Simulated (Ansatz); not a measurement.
SiCl3(NHiPr) (C3H8Cl3NSi). Charge 0, multiplicity 1. Geometry PBE-D4/def2-SVP, basis def2-TZVP, Ansatz.

```
run  HOMO (eV)  LUMO (eV)
  A      -6.11      -0.98
  B      -6.47      -0.71
  C      -6.98      -0.37
  D      -6.17      -1.09
  E      -8.95       1.03
  F      -7.56      -0.08
```

Q: The runs used CAM-B3LYP, PBE, PBE0, r2SCAN, r2SCANh, revPBE. Estimate which is which.

A: A revPBE (0 % exact exchange); B r2SCAN (0 % exact exchange); C r2SCANh (10 % exact exchange); D PBE (0 % exact exchange); E CAM-B3LYP (range-separated); F PBE0 (25 % exact exchange). Exact exchange lowers occupied and raises empty levels; among semilocal functionals meta-GGAs tend to open the gap a little, and such runs are hard to tell apart. The gap grows from 5.08 eV (PBE) to 9.99 eV (CAM-B3LYP).
